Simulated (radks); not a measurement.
Results of a calculation; reference values are marked as such.
Effect of the nuclear size on neutral ytterbium, [Xe] 4f14 6s2. Code: a radial shooting solver on a logarithmic mesh with Libxc functionals. Model: Dirac Kohn-Sham, LDA (Slater exchange, Perdew-Wang correlation), spin-unpolarised, spherical densities, finite nucleus; Fermi nuclear charge, rms radius 5.3108 fm. The rms radius is varied about that value; shifts are against it.

| rms radius (fm) | total energy shift (eV) | density at nucleus (e/bohr^3) | 1s1/2 shift (meV) | 2s1/2 shift (meV) | 5s1/2 shift (meV) | 5p1/2 shift (meV) | 6s1/2 shift (meV) | 4f7/2 shift (meV) | 6p1/2 (empty) shift (meV) |
|---|---|---|---|---|---|---|---|---|---|
| 4.7691 | -7.64 | 1.057e+06 | -3120 | -424 | -3.26 | 0.303 | -0.127 | 0.540 | 0.106 |
| 5.1249 | -2.68 | 1.034e+06 | -1100 | -149 | -1.15 | 0.107 | -0.045 | 0.190 | 0.037 |
| 5.3108 | 0 | 1.023e+06 | 0.000 | 0.000 | 0.000 | 0.000 | 0.000 | 0.000 | 0.000 |
| 5.5976 | 4.27 | 1.006e+06 | 1740 | 237 | 1.82 | -0.169 | 0.071 | -0.302 | -0.059 |
| 6.3411 | 16.1 | 9.682e+05 | 6560 | 891 | 6.86 | -0.637 | 0.267 | -1.14 | -0.223 |

Slopes of the eigenvalues against <r^2> in GHz/fm^2, as finite differences over the two radii next to the reference (eigenvalue slopes, not the field-shift constants of lines): 1s1/2 136000, 2s1/2 18400, 5s1/2 142, 5p1/2 -13.2, 6s1/2 5.52, 4f7/2 -23.5, 6p1/2 (empty) -4.62.
